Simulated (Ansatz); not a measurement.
Coupled-cluster diagnostics for GeMeCl3 (CH₃Cl₃Ge), Ansatz.

Geometry of the singlet (r2SCAN-D4/def2-SVP):

```xyz
8

Ge   -0.758    0.040   -0.271
C     1.053   -0.055    0.377
H     1.268    0.841    0.976
H     1.739   -0.104   -0.481
H     1.166   -0.955    0.997
Cl   -1.236   -1.661   -1.496
Cl   -1.068    1.807   -1.456
Cl   -2.164    0.089    1.355
```

Correlated methods freeze 25 core orbitals; core or outer-core shells of Ge are correlated, in sets that lack core-valence functions.

(1) Estimate the CCSD(T) correlation energy, the shares of MP2 and (T), T1 and the reference's ⟨S²⟩ for: charge 0, singlet, own geometry in def2-TZVP; and the rough time on 4 threads of Intel Xeon on a shared host.

Answers

(1) 
| state | basis | correlation (eV) | MP2 share (%) | (T) share (%) | T1 | ⟨S²⟩ (pure) | wall time |
| --- | --- | --- | --- | --- | --- | --- | --- |
| charge 0, singlet, own geometry | def2-TZVP | -29.105 | 90.6 | 4.1 | 0.009 | 0.00 (0.00) | 1.9 min |
Customary marks for T1 are 0.02 (closed shells), 0.045 (open shells) and about 0.05 (3d metals). T1 stays under 0.02 throughout.
